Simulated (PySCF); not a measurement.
A species of formula C3H12FPSi3 has this rotational fingerprint, computed with PBE0/pcSseg-1 in PySCF (dipole) on a GFN2-xTB geometry, gas phase:

| Property | Result |
| --- | --- |
| Rotational constants | A = 1207, B = 627.0, C = 434.8 MHz |
| Dipole components | \|μa\| = 0.33 D, \|μb\| = 1.09 D, \|μc\| = 0.46 D |
| Inertial defect | -62.30 u·Å² |
| κ | -0.50 |

**Question.** Which candidate fits, each taken in the one conformer that was computed?
A. `[F:1][SiH2:2][CH2:3][Si@H:4]([PH2:5])/[CH:6]=[CH:7]/[SiH3:8]` with F1–Si2–C3–Si4 177°, Si2–C3–Si4–P5 166°, C3–Si4–P5–H 73° and 166°, C3–Si4–C6–C7 111°
B. `[F:1][SiH2:2][CH2:3][Si@H:4]([PH2:5])/[CH:6]=[CH:7]\[SiH3:8]` with F1–Si2–C3–Si4 -176°, Si2–C3–Si4–P5 174°, C3–Si4–P5–H 78° and 171°, C3–Si4–C6–C7 -103°
C. `[F:1][C@@H:2]1[SiH2:3][CH2:4][SiH2:5][CH2:6][Si@@H:7]1[PH2:8]` with C6–Si7–P8–H -179° and 88°, F1–C2–Si3–C4 -177°, C2–Si3–C4–Si5 57°, Si3–C4–Si5–C6 -57°, C4–Si5–C6–Si7 54°
D. `[F:1][Si@@H:2]([SiH2:3][PH2:4])[CH:5]1[CH2:6][SiH2:7][CH2:8]1` with F1–Si2–Si3–P4 179°, Si2–Si3–P4–H 64° and 157°, F1–Si2–C5–C6 78°, Si2–C5–C6–Si7 135°, C5–C6–Si7–C8 -9°, C6–Si7–C8–C5 9°, Si2–C5–C8–Si7 -137°

**Answer.** D. It is F[Si@@H]([SiH2]P)C1C[SiH2]C1, an asymmetric top, point group C1. The candidates at the same level (rigid rotor, commonest isotopes):

```json
{"SMILES": "F[SiH2]C[Si@H](P)/C=C/[SiH3]", "A (MHz)": "971.7", "B (MHz)": "484.0", "C (MHz)": "343.9", "μa (D)": "1.20", "μb (D)": "0.60", "μc (D)": "1.26", "Δ (u·Å²)": "-95.00", "point group": "C1", "rotor": "asymmetric top"}
{"SMILES": "F[C@@H]1[SiH2]C[SiH2]C[Si@@H]1P", "A (MHz)": "1100", "B (MHz)": "898.8", "C (MHz)": "642.0", "μa (D)": "1.66", "μb (D)": "0.77", "μc (D)": "1.42", "Δ (u·Å²)": "-234.46", "point group": "C1", "rotor": "asymmetric top"}
{"SMILES": "F[Si@@H]([SiH2]P)C1C[SiH2]C1", "A (MHz)": "1207", "B (MHz)": "627.0", "C (MHz)": "434.8", "μa (D)": "0.33", "μb (D)": "1.09", "μc (D)": "0.46", "Δ (u·Å²)": "-62.30", "point group": "C1", "rotor": "asymmetric top"}
{"SMILES": "F[SiH2]C[Si@H](P)/C=C\\[SiH3]", "A (MHz)": "801.0", "B (MHz)": "675.9", "C (MHz)": "399.2", "μa (D)": "1.78", "μb (D)": "0.79", "μc (D)": "0.50", "Δ (u·Å²)": "-112.74", "point group": "C1", "rotor": "asymmetric top"}
```

`F[SiH2]C[Si@H](P)/C=C\[SiH3]` has A 34 % too low; `F[C@@H]1[SiH2]C[SiH2]C[Si@@H]1P` has C 48 % too high; `F[SiH2]C[Si@H](P)/C=C/[SiH3]` has B 23 % too low. No structure here is proved a minimum.
